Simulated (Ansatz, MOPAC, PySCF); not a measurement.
System: dichloro(ethynyl)borane, C2HBCl2 (charge 0, singlet). SMILES: C#CB(Cl)Cl
Geometry from a B3LYP-D3(BJ)/def2-TZVP (Ansatz, a first-principles code) optimisation:
```xyz
6

C      2.6767    -0.4806    -0.2009
C      1.4936    -0.2681    -0.1121
B      0.0176    -0.0032    -0.0013
Cl    -0.6291     1.5711    -0.4144
Cl    -1.0668    -1.2666     0.5418
H      3.7210    -0.6680    -0.2793
```

Unscaled harmonic wavenumbers (cm⁻¹) in rising order, each level at the stationary point that it reaches from this structure (no distance between atoms moves by over 0.3 Å); the order of modes can differ between levels, and a negative number is imaginary. B3LYP-D3(BJ)/def2-TZVP (PySCF, at the structure above): 135, 203, 256, 449, 496, 540, 682, 763, 938, 1085, 2179, 3458.

AM1 (MOPAC): 148, 251, 271, 496, 497, 608, 828, 856, 879, 1299, 2348, 3432. Zero-point energy 17.0 against 16.0 kcal/mol; where all levels lie over 400 cm⁻¹, the wavenumbers are on average 1.086 times those of B3LYP-D3(BJ)/def2-TZVP.

HF/3-21G (Ansatz): 157, 247, 270, 478, 506, 618, 895, 920, 1002, 1140, 2360, 3644. Zero-point energy 17.5 against 16.0 kcal/mol; where all levels lie over 400 cm⁻¹, the wavenumbers are on average 1.112 times those of B3LYP-D3(BJ)/def2-TZVP.

HF/6-31G* (Ansatz): 150, 219, 276, 490, 520, 577, 806, 892, 1010, 1138, 2358, 3655. Zero-point energy 17.3 against 16.0 kcal/mol; where all levels lie over 400 cm⁻¹, the wavenumbers are on average 1.091 times those of B3LYP-D3(BJ)/def2-TZVP.
